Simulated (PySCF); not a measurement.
C3F3, SMILES [C]#CC(F)(F)F (connectivity only; charge and spin as stated), charge +1, multiplicity 1. Heavy atoms are numbered as in [C:1]#[C:2][C:3]([F:4])([F:5])[F:6].

The structure is a stationary point at ωB97X-D3(BJ)/def2-SVP. The multiplicity is an assumed one; other spin states were not compared. The isomer is the one that the SMILES or the coordinates give; other isomers of the formula were not compared.

All values below come from PBE0/pcSseg-1 in PySCF.

GIAO shieldings, no solvent; atoms alike by connectivity are averaged. δ = σ(ref) − σ: ¹³C against TMS (σ = 186.3 ppm); ¹⁹F against CFCl3 (σ = 167.2 ppm), references at their B3LYP-D3(BJ)/def2-TZVP geometries, non-relativistic.

### Question
Estimate the chemical shifts. (The exact figures need the calculation; the answer reports its results.)

### Answer

| nucleus | atoms | count | δ (ppm) |
|---|---|---|---|
| ¹³C | C2 | 1 | 321.4 |
| ¹³C | C3 | 1 | 144.8 |
| ¹³C | C1 | 1 | -574.4 |
| ¹⁹F | F4 | 3 | 123.7 |
